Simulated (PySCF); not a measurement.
Molecule: `CSCC1=CC=CO1`, C6H8OS.

Structure with atom numbers: `[CH3:1][S:2][CH2:3][c:4]1[cH:5][cH:6][cH:7][o:8]1`; H(Xn) means a hydrogen on atom n.

Geometry PBE0-D3(BJ)/def2-SVP throughout; GIAO in PySCF, gas phase, one conformer, non-relativistic; equivalent atoms averaged; functional PBE0.

For orientation, 6-31G* gives these shifts δ (against TMS, CS2, H2O at the same level): C4 145.3, C6 106.6, C5 102.8, C3 31.6, S2 -4.2, O8 262.0, H(C7) 7.06, H(C6) 6.11, H(C3) 3.29 ppm.

A run gave: C4 152.6, C6 111.1, C5 106.4, C3 34.4, S2 -20.3, O8 289.2, H(C7) 7.16, H(C6) 6.31, H(C3) 3.23 ppm (shifts δ (against TMS, CS2, H2O at the same level)).

**Question.** Which basis set was used in that run?
A. cc-pVDZ
B. 6-31G
C. def2-TZVP
D. STO-3G
E. pcSseg-1

**Answer.** A. O8 tells them apart best: cc-pVDZ gives 289.2, def2-TZVP gives 304.7, 6-31G gives 269.5, STO-3G gives 181.6, pcSseg-1 gives 308.3 ppm.
